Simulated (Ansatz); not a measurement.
`c1cc2sc(-c3cc4sc(-c5cc6sccc6s5)cc4s3)cc2s1`. Total charge 0; triplet. Geometry r2SCAN-D4/def2-SVP, that of the neutral singlet.

Cartesian coordinates in Å:
```
C -7.810 -2.390 1.707
C -7.413 -1.436 0.798
C -5.999 -1.306 0.787
S -4.860 -0.329 -0.080
C -3.507 -1.076 0.766
C -2.161 -0.660 0.468
C -1.736 0.301 -0.442
C -0.331 0.427 -0.449
S 0.808 1.404 -1.317
C 2.162 0.659 -0.470
C 3.507 1.074 -0.767
C 3.931 2.032 -1.678
C 5.340 2.159 -1.685
S 6.485 3.130 -2.553
C 7.810 2.390 -1.707
C 7.413 1.436 -0.797
C 5.999 1.307 -0.786
S 4.860 0.332 0.084
C 1.736 -0.302 0.441
C 0.331 -0.428 0.448
S -0.808 -1.404 1.317
C -3.931 -2.033 1.678
C -5.340 -2.159 1.685
S -6.485 -3.132 2.551
H -8.828 -2.707 1.937
H -8.103 -0.863 0.176
H -2.423 0.877 -1.065
H 3.245 2.606 -2.304
H 8.828 2.709 -1.936
H 8.103 0.865 -0.173
H 2.422 -0.877 1.066
H -3.245 -2.607 2.303
```

Single mean-field runs in def2-TZVP are fitted with def2-universal-jkfit. At PBE0-D4/def2-TZVP a singlet of charge 0 lies 1.87 eV below the triplet at the same geometry.

Q: Estimate the α-spin orbital energies around the gap (eV) in Ansatz with PBE-D4/def2-TZVP, PBE0-D4/def2-TZVP.

A: 
```csv
orbital,PBE-D4/def2-TZVP,PBE0-D4/def2-TZVP
HOMO−5,-5.91,-7.03
HOMO−4,-5.87,-6.92
HOMO−3,-5.66,-6.74
HOMO−2,-5.62,-6.63
HOMO−1,-4.88,-5.82
HOMO,-2.93,-3.49
LUMO,-2.11,-1.61
LUMO+1,-1.31,-0.59
LUMO+2,-0.99,-0.16
LUMO+3,-0.91,0.09
LUMO+4,-0.87,0.16
LUMO+5,-0.82,0.21
β HOMO,-5.39,-6.10
β LUMO,-4.47,-4.03
```
